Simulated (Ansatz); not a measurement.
Input file for Ansatz (an electronic-structure program): SC-NEVPT2 on CASSCF(12,8)/cc-pVDZ on Se2, 2S+1 = 3, a point of a bond scan (R = 2.188 Å).

Ansatz 0.2 input:
```yaml
crystal:
  periodic: [false, false, false]
  atoms:
    - {symbol: Se, position_ang: [-0.00000000, -0.00000000, -1.09408457]}
    - {symbol: Se, position_ang: [0.00000000, 0.00000000, 1.09408457]}
basis:
  gaussian:
    orbitals: cc-pVDZ
    pivot_positions_ang: [[-0.00000000, -0.00000000, -1.09408457], [0.00000000, 0.00000000, 1.09408457]]
magnetization: {spin_polarized: false, initial_magnetization: 2}
correlation: {method: sc_nevpt2, electrons: outside_noble_gas, active_space: {window: {electrons: 12, orbitals: 8}}}
output: {orbitals: {seedname: ./end}}
```

Give the final energy of this run.

-4799.8375 hartree.

How many basis functions does it have, and what does it roughly cost on one machine?

54 functions; very roughly 6 core-seconds.
